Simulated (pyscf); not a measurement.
•H₂C–SiH(CH₃)–CH₃, doublet

Gas-phase minimum from PySCF at ωB97X-D3(BJ)/def2-SVP, one conformer. •H₂C–SiH(CH₃)–CH₃ lies 8.6 kcal/mol over its isomer H₃C–Si•(CH₃)–CH₃ (electronic energy, ωB97M-D3(BJ)/def2-TZVP). 

```xyz
13

C     -1.2962    -1.1876    -2.3738
Si    -0.4750    -0.0446    -1.1584
C     -1.6053     0.2385     0.3201
C      1.1797    -0.7619    -0.6176
H     -0.7325    -1.8047    -3.0847
H     -2.3858    -1.2629    -2.4787
H     -0.2194     1.2801    -1.8191
H     -1.1513     0.9431     1.0355
H     -1.8005    -0.7081     0.8498
H     -2.5743     0.6566     0.0027
H      1.8399    -0.9307    -1.4836
H      1.0387    -1.7269    -0.1042
H      1.6982    -0.0788     0.0746
```
Charge 0, spin multiplicity 2.

Bonds (Å): C1–Si2 1.860, C1–H5 1.097, C1–H6 1.097, Si2–C3 1.882, Si2–C4 1.883, Si2–H7 1.502, C3–H8 1.102, C3–H9 1.102, C3–H10 1.102, C4–H11 1.102, C4–H12 1.102, C4–H13 1.102. Angles (°): Si2–C1–H5 122.8, Si2–C1–H6 122.9, H5–C1–H6 114.2, C1–Si2–C3 109.9, C1–Si2–C4 110.0, C1–Si2–H7 109.3, C3–Si2–C4 111.1, C3–Si2–H7 108.4, C4–Si2–H7 108.2, Si2–C3–H8 111.0, Si2–C3–H9 110.8, Si2–C3–H10 111.0, H8–C3–H9 108.1, H8–C3–H10 107.9 (the first ones only).

Properties at ωB97X-D3(BJ)/def2-SVP:

```json
{
 "harmonic_wavenumbers_unscaled": "71, 162, 171, 201, 210, 248, 547, 607, 642, 660, 719, 735, 752, 828, 861, 913, 917, 1280, 1285, 1387, 1439, 1442, 1448, 1451, 2191, 3064, 3064, 3151, 3165, 3166, 3166, 3167, 3252 cm⁻¹",
 "zero_point_energy": "66.3 kcal/mol",
 "rotational_symmetry_number": "1",
 "Entropy of this conformer at 298 K and 1 atm, rigid rotor and harmonic oscillator, modes under 100 cm⁻¹ raised to 100": "348.8 J/(mol K)",
 "dipole_moment": "0.55 D",
 "Spin expectation value S2": "0.753"
}
```

Single-point totals, which compare only within one level:

```json
[
 {"level": "ωB97X-D3(BJ)/def2-TZVP", "total energy (hartree)": "-409.34806"},
 {"level": "PBE/def2-TZVP", "total energy (hartree)": "-408.91275"},
 {"level": "r²SCAN/def2-TZVP", "total energy (hartree)": "-409.14403"},
 {"level": "B3LYP-D3(BJ)/def2-TZVP", "total energy (hartree)": "-409.29323"},
 {"level": "PBE0-D3(BJ)/def2-TZVP", "total energy (hartree)": "-408.97849"},
 {"level": "M06-2X/def2-TZVP", "total energy (hartree)": "-409.15304"},
 {"level": "ωB97M-D3(BJ)/def2-TZVP", "total energy (hartree)": "-409.31496"}
]
```

Soft torsions are taken as harmonic, which can shift the entropy by several J/(mol K).
